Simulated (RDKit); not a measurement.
RDKit input (UFF):

```python
from rdkit import Chem
from rdkit.Chem import AllChem, rdDetermineBonds

mol = Chem.MolFromXYZFile('mol.xyz')
rdDetermineBonds.DetermineBonds(mol, charge=0)
print('SMILES', Chem.MolToSmiles(Chem.RemoveHs(mol)))
ff = AllChem.UFFGetMoleculeForceField(mol)
e0 = ff.CalcEnergy()
flag = ff.Minimize(maxIts=5000, forceTol=1e-5)
print(f'energy {e0:.4f} -> {ff.CalcEnergy():.4f} kcal/mol, converged: {flag == 0}')
print(Chem.MolToXYZBlock(mol))
```
mol.xyz:
```
12

C      2.37485800    -0.50137200    -0.28116500
C      1.38072200    -0.28400400     0.57801800
Si    -0.35902500     0.07712800     0.06539100
O     -0.43029100     0.42559100    -1.54385800
O     -1.39608800    -1.17682400     0.28015700
O     -0.86419100     1.29589200     1.03572500
H      2.21863500    -0.46874100    -1.35440100
H      3.38516700    -0.72607000     0.04417000
H      1.60248300    -0.33583400     1.64127300
H      0.08532900     1.16951400    -1.86449600
H     -1.46419300    -1.82174400    -0.42821100
H     -1.80999800     1.45807900     1.08888000
```

Output:

```
SMILES C=C[Si](O)(O)O
energy 20.3991 -> -0.5148 kcal/mol, converged: True
12

C      2.197535   -0.882715   -0.351609
C      1.438765   -0.167964    0.479597
Si    -0.342046    0.159390    0.107319
O     -0.473922    0.988460   -1.390779
O     -1.193881   -1.328713    0.016355
O     -1.014331    1.124474    1.357618
H      1.789877   -1.292962   -1.270563
H      3.241175   -1.061443   -0.114473
H      1.867858    0.235372    1.391014
H      0.011046    1.840398   -1.250249
H     -0.843434   -1.771341   -0.797250
H     -1.955235    1.268658    1.084505
```

The geometry given is a B3LYP-D3(BJ)/def2-TZVP minimum.
